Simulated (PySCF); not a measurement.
A structure optimised at PBE-D3(BJ)/def2-SVP, used in a PySCF frequency run:

```xyz
9

O      1.5277    -0.8655     0.7494
Si     0.1775    -0.3272    -0.0671
O     -0.1475    -1.5046    -1.2094
S     -1.6257    -0.0992     1.0887
S      0.6915     1.6243    -0.7925
H      1.5216    -1.8261     0.9168
H     -0.9218    -1.3350    -1.7744
H     -1.1774     1.0261     1.7124
H      1.9976     1.2762    -0.9749
```

**Question.** Write its SMILES and formula.

**Answer.** O[Si](O)(S)S, H4O2S2Si

**Question.** What are its rotational constants (standard atomic weights)?

**Answer.** 2.6658, 1.9250, 1.5434 GHz
